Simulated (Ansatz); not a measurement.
Reaction (cleavage of the Si–Si bond): `F[Si](F)(F)[SiH2]Cl` + `N[Si](Cl)(Cl)Cl` → `Cl[SiH2]N[Si](Cl)(Cl)Cl` + `F[SiH](F)F`

Gas-phase electronic energies from Ansatz, PBE0-D4/def2-TZVP geometries. CCSD(T)/CBS adds triple-zeta CCSD(T) − MP2 to the extrapolated MP2 energy (def2 sets, frozen cores). Each species was taken in one conformer, which may not be the lowest.

| species | CCSD(T)/CBS(def2) energy (Eh) |
| --- | --- |
| `F[Si](F)(F)[SiH2]Cl` | -1338.77337 |
| `N[Si](Cl)(Cl)Cl` | -1724.51858 |
| `Cl[SiH2]N[Si](Cl)(Cl)Cl` | -2474.05858 |
| `F[SiH](F)F` | -589.26725 |

Task: Work out ΔE.

Result: ΔE = (-2474.05858) + (-589.26725) − (-1338.77337) − (-1724.51858) = -0.03388 Eh = -21.3 kcal/mol.

Largest T1 diagnostic among the species: 0.012.

From PBE to PBE0 (25 % exact exchange), in def2-TZVPP and without D4, ΔE moves by −2.0 kcal/mol. The D4 term adds −1.8 kcal/mol with B3LYP and −1.1 kcal/mol with PBE0; it sums over pairs of atoms, weighted by their polarisabilities, and B3LYP, whose exchange is more repulsive, gets the larger term.

B3LYP here is the variant with VWN-RPA as its local correlation; programs differ in this.
